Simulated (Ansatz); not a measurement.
Geometry optimisation, RKS PBE-D4/def2-SVP in Ansatz 0.2.0.

Input:

```yaml
crystal:
  periodic: [false, false, false]
  atoms:
    - { symbol: F, position_ang: [-1.95802, -0.07809, -0.66867] }
    - { symbol: B, position_ang: [-0.75581, -0.37454, -0.2305] }
    - { symbol: As, position_ang: [0.60222, 1.11745, 0.04083] }
    - { symbol: H, position_ang: [-0.56823, -1.51914, -0.02245] }
    - { symbol: H, position_ang: [0.29119, 1.70898, -1.30792] }
    - { symbol: H, position_ang: [-0.45686, 2.02218, 0.6115] }
basis:
  gaussian: { orbitals: def2-SVP }
hamiltonian:
  xc: pbe
  dispersion: d4
relax:
  f_tol: 0.015
  max_steps: 40
```

Launched with:

```bash
$ ansatz run input.yaml --threads 1 --pin off --max-ram 2048MiB --backend cpu --events-out ev --progress --plain --runs-dir out
```

Question: Where does it end, and by what steps?

Answer: The forces met the threshold. After 12 steps the energy has fallen by 0.268 eV; F1 moved furthest, 0.93 Å.

```
step  energy less start (eV)  largest force component (eV/Å)  accepted
   0                  0.0000                           1.147       yes
   1                 -0.0743                           0.284       yes
   2                 -0.0774                           0.303       yes
   3                 -0.0885                           0.382       yes
   4                 -0.1549                           0.339       yes
   5                 -0.1803                           1.169       yes
   6                 -0.2082                           0.964       yes
   7                 -0.2427                           0.251       yes
   8                 -0.2626                           0.156       yes
   9                 -0.2662                           0.159       yes
  10                 -0.2680                           0.033       yes
  11                 -0.2681                           0.026       yes
  12                 -0.2682                           0.012       yes
```

```xyz
6
Properties=species:S:1:pos:R:3
F -2.140 -0.345 0.202
B -0.880 -0.323 -0.225
As 0.367 1.207 0.301
H -0.475 -1.296 -0.840
H 0.956 1.318 -1.111
H -0.673 2.316 0.095
```

Whether the end is a true minimum wasn't checked by a vibrational analysis.

Run time: 44 s on 1 thread of Intel(R) Xeon(R) Processor @ 2.50GHz (Skylake/Cascade Lake), on a shared host, peak memory 0.15 GiB.
